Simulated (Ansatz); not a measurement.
Computed with Ansatz on PBE0-D4/def2-TZVP structures; ΔE is electronic, products minus reactants. CCSD(T)/CBS is the MP2 limit (def2-TZVPP, def2-QZVPP) plus CCSD(T) − MP2 in def2-TZVPP, frozen cores. This one scheme is used for every species. DFT in def2-TZVPP. B3LYP here is the variant with VWN-RPA as its local correlation; programs differ in this. One conformer a species, not always the lowest.

Consider the substitution at a C–C bond: `CNCC=C=N` + `[OH][AlH2]` → `N=C=C[O][AlH2]` + `CNC`.

`CNCC=C=N`:

```xyz
14

C    -0.122    0.812    1.548
N    -0.431    1.460    0.293
C     0.127    0.798   -0.869
C    -0.370   -0.607   -1.137
C     0.354   -1.673   -0.926
N     1.091   -2.643   -0.846
H    -0.598    1.356    2.365
H     0.959    0.846    1.715
H    -0.435   -0.242    1.603
H    -1.433    1.558    0.187
H     1.215    0.778   -0.758
H    -0.088    1.418   -1.744
H    -1.386   -0.750   -1.489
H     1.116   -3.109    0.060
```

`[OH][AlH2]`:

Cartesian coordinates in Å:
```
O 0.158 1.109 -0.476
Al -0.168 -0.483 0.010
H 0.648 1.732 0.058
H 0.353 -0.997 1.416
H -0.991 -1.361 -1.009
```

`N=C=C[O][AlH2]`:

Cartesian coordinates in Å:
```
N 2.231 -0.195 0.867
C 1.013 -0.311 0.942
C -0.289 -0.292 1.118
O -1.173 0.309 0.283
Al -1.227 0.641 -1.384
H 2.695 -0.938 0.343
H -0.708 -0.786 1.988
H -0.068 0.089 -2.306
H -2.473 1.482 -1.851
```

`CNC`:

Cartesian coordinates in Å:
```
C 0.023 -1.114 -0.467
N -0.539 -0.141 0.441
C 0.208 1.095 0.466
H -0.606 -2.006 -0.494
H 1.011 -1.418 -0.109
H 0.146 -0.746 -1.500
H -1.501 0.044 0.193
H 1.206 0.910 0.874
H -0.286 1.816 1.121
H 0.339 1.561 -0.526
```

```json
{"level": "PBE-D4", "ΔE (kJ/mol)": "73.6"}
{"level": "B3LYP-D4", "ΔE (kJ/mol)": "71.0"}
{"level": "PBE0", "ΔE (kJ/mol)": "74.5"}
{"level": "MP2/def2-QZVPP", "ΔE (kJ/mol)": "91.7"}
```

Question: What does CCSD(T)/CBS give? (Best estimate.)

Answer: Ansatz gave: +82.3 kJ/mol. The listed levels differ from it by -8.7, -11.3, -7.8, 9.4 kJ/mol.

Largest T1 diagnostic among the species: 0.015.

The D4 term adds +3.2 kJ/mol with B3LYP and +2.0 kJ/mol with PBE0; it sums over pairs of atoms, weighted by their polarisabilities, and B3LYP, whose exchange is more repulsive, gets the larger term. In def2-TZVPP, CCSD(T) changes the Hartree–Fock value by +10.7 kJ/mol (the triples alone add +1.3 kJ/mol) and MP2 by +21.4 kJ/mol. From PBE to PBE0 (25 % exact exchange), in def2-TZVPP and without D4, ΔE moves by +3.2 kJ/mol.
